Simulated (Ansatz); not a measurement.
An input meant for HgF₂⁺ (charge 1, doublet; atoms displaced at random, 0.15 Å in each coordinate).

```yaml
crystal:
  periodic: [false, false, false]
  atoms:
    - {symbol: Hg, position_ang: [-0.230550, -0.077679, -0.049715]}
    - {symbol: F, position_ang: [-1.608175, 0.701677, -0.389773]}
    - {symbol: F, position_ang: [1.628119, -0.636400, 0.173693]}
basis:
  gaussian: {orbitals: def2-mTZVPP}
total_charge: 5
magnetization: {spin_polarized: true, initial_magnetization: 1}
hamiltonian: {xc: {name: PBE0-DH}}
scf: {omitted_lower_state_checks: [starts]}
output: {forces: true}
```

```sh
$ ansatz run in.yaml --threads 4 --pin off --events-out ev --progress --plain --max-ram 3916MiB
```

Output, abridged:

```
Functional definition: PBE0-DH
823 factors; integrals over basis functions are off by at most 2.1e-4 eV
mean field evaluation 1: about -9238.4925 eV, gradient 2.2e2 eV
mean field evaluation 2: about -9238.8542 eV, gradient 2.2e2 eV
mean field evaluation 4: about -9389.7399 eV, gradient 9.9e1 eV
mean field evaluation 8: about -9397.3202 eV, gradient 1.0e2 eV
mean field evaluation 16: about -9448.5864 eV, gradient 3.0e0 eV
mean field -9449.68049635 eV, -347.2693530173 hartree, gradient 1.2e-6 eV, S^2 2.747355; 0 other end points of the search recorded, 0 dependent functions left out
2 core orbitals not correlated: weight in the atoms' cores, before any rotation towards them, 1.000 or more for the frozen orbitals, at most 0.000 for the correlated occupied ones
reference -9449.68051020 eV, -347.2693535264 hartree; 15, 14 occupied and 67, 68 virtual orbitals, 823 factors
second order -13.31849848 eV of doubles, -0.00000000 eV of singles
Total energy: -9451.34532251 eV, -347.3305342504 hartree
Atom 0 at    -0.230550    -0.077679    -0.049715 Å, force     7.187712    -6.874107     3.115519 eV/Å
Atom 1 at    -1.608175     0.701677    -0.389773 Å, force   -19.481571    10.761879    -4.685028 eV/Å
Atom 2 at     1.628119    -0.636400     0.173693 Å, force    12.293859    -3.887772     1.569509 eV/Å
Dipole moment:     0.474565     0.050694    -0.035320 e Å
Checks for a lower state left out: starts
```

In this input the charge is far from what the species holds (5 typed, 1 meant). Self-consistency was reached. The result belongs to that input, not to the species as meant.

In the def2 sets Hg takes a core potential; there is no spin–orbit coupling. Correlated methods freeze 2 core orbitals; core or outer-core shells of Hg are correlated, in sets that lack core-valence functions. The charge 5 doublet is spin-contaminated (final ⟨S²⟩ up to 2.75, 0.75 for a pure state).
